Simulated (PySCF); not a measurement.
Compound: C3H4BrCl.
SMILES: `Cl[C@@H]1C[C@@H]1Br`

The closed-shell ground state was solved at several levels (PySCF, density fitting, gas phase). Isolated species at its PBE0-D3(BJ)/def2-SVP geometry, gas phase. Relativistic effects, spin–orbit coupling among them, are left out although an element past zinc is present.

```
        level  basis functions  total energy (Eh)  HOMO (eV)  LUMO (eV)  gap (eV)  dipole (D)
  HF/pcSseg-2              270         -3147.8857     -10.65       2.41     13.06        2.93
PBE0/pcSseg-1              136         -3150.1457      -7.77      -0.37      7.40        2.59
```

Q: Estimate the row for wB97X-D/def2-SVPD, a basis of 160 functions; the other rows only guide the guess.

A: Total energy -3150.5356 Eh, HOMO -9.69 eV, LUMO 1.16 eV, gap 10.85 eV, dipole 2.69 D.

Q: Over all these levels, which gives the widest orbital gap and which the narrowest?

A: HF/pcSseg-2 (Hartree–Fock, all exact exchange) has the widest, 13.06 eV, and PBE0/pcSseg-1 (global hybrid, 25 % exact exchange) the narrowest, 7.40 eV. Functional and basis both differ between the two, so the spread mixes both effects. The HOMO need not be the same orbital at Hartree–Fock and at DFT levels.

Q: How far do the dipole and the HOMO energy spread over the levels?

A: The dipole runs from 2.59 to 2.93 D (mean 2.74 D) and the HOMO from -10.65 to -7.77 eV.

The pairwise dispersion term of wB97X-D wasn't added to the energies; at a given geometry it leaves orbitals and properties as they are.
